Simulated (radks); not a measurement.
The phosphorus ion P9+, configuration [He] 2s2 2p2. Method: scalar-relativistic Kohn-Sham, BLYP, spin-polarised, spherical densities, finite nucleus; open shells are filled with parallel spins first; Fermi nuclear charge, rms radius 3.1889 fm; computed with a radial shooting solver on a logarithmic mesh with Libxc functionals. Some entries of the table are withheld. Estimate them.

orbital  occ.  eigenvalue (hartree)  <1/r> (bohr^-1)
1s up       1             -89.07535            14.68
1s down     1             -88.87768            14.70
2s up       1                   (1)            3.193
2s down     1                   (2)            3.152
2p up       2             -14.68732            3.114
2p down     0             -14.22074            3.083

Answer. 
(1) 2s up eigenvalue (hartree): -16.08823
(2) 2s down eigenvalue (hartree): -15.68139
